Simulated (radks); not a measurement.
Results of a calculation; reference values are marked as such.
Fractional charge and spin in the 4s shell of cobalt: the spin-up occupation runs from 0 to 1 and the spin-down occupation from 0 to 1; the fullest corner is Co, [Ar] 3d(up 3.5, down 3.5) 4s(up 1, down 1). Level of theory: non-relativistic Kohn-Sham, PBEsol, spin-polarised, spherical densities, point nucleus (a radial shooting solver on a logarithmic mesh with Libxc functionals). Energy (eV) above the fullest corner. The planes named below are the two flat planes that join the four corners, with an edge along up + down = one added electron.

down \ up       0    0.25     0.5    0.75      1
0          25.343  20.463  16.040  12.077  8.574
0.25       20.463  16.135  12.251   8.814  5.824
0.5        16.040  12.251   8.895   5.972  3.481
0.75       12.077   8.814   5.972   3.549  1.542
1           8.574   5.824   3.481   1.542  0.000

Corners above the fullest one (they belong to Co+ and the next ion): (up 1, down 0) 8.574 eV, (up 0, down 1) 8.574 eV, (up 0, down 0) 25.343 eV. With half an added electron in each spin the energy lies 0.321 eV from the planes, and with half an added electron in spin up alone -0.918 eV. The planes are only a guide here: the flat-plane condition holds for ground states with one frontier orbital, while other shells are open and held unpolarised.
